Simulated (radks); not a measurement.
Valence configurations of Se II (all share [Ar]). All-electron calculation, Dirac Kohn-Sham, PBE, spin-unpolarised, spherical densities, finite nucleus; open shells are shared between the two j in proportion to 2j + 1; Fermi nuclear charge, rms radius 4.14 fm. Program: a radial shooting solver on a logarithmic mesh with Libxc functionals. Energies are relative to 3d10 4s2 4p3; eigenvalues in eV.

valence           E (eV)  e(3d3/2)  e(3d5/2)  e(4p1/2)  e(4p3/2)  e(4s1/2)
3d10 4s2 4p3       0.000   -64.124   -63.229   -15.704   -15.261   -26.853
3d9 4s2 4p4       53.232   -76.204   -75.257   -17.608   -17.086   -29.606
3d10 4p5          23.222   -67.277   -66.379   -17.058   -16.584         -
3d10 4s1 4p4      11.529   -65.730   -64.833   -16.399   -15.940   -27.706
3d10 4s1.5 4p3.5   5.744   -64.935   -64.039   -16.056   -15.606   -27.286
3d8 4s2 4p5       116.93   -88.766   -87.767   -19.471   -18.869   -32.259
3d8 4s1.5 4p5.5   123.54   -89.470   -88.470   -19.773   -19.164   -32.622
3d9.5 4s2 4p3.5   25.341   -70.102   -69.181   -16.662   -16.180   -28.243
3d8.5 4s2 4p4.5   83.739   -82.426   -81.454   -18.544   -17.982   -30.944
3d9 4s1 4p5       65.652   -77.698   -76.750   -18.249   -17.712   -30.384

NIST lists [Ar] 3d10 4s2 4p3 as the ground configuration; this level of theory agrees among the configurations tried. The energies are those of spherical spin-averaged densities, not of single terms.
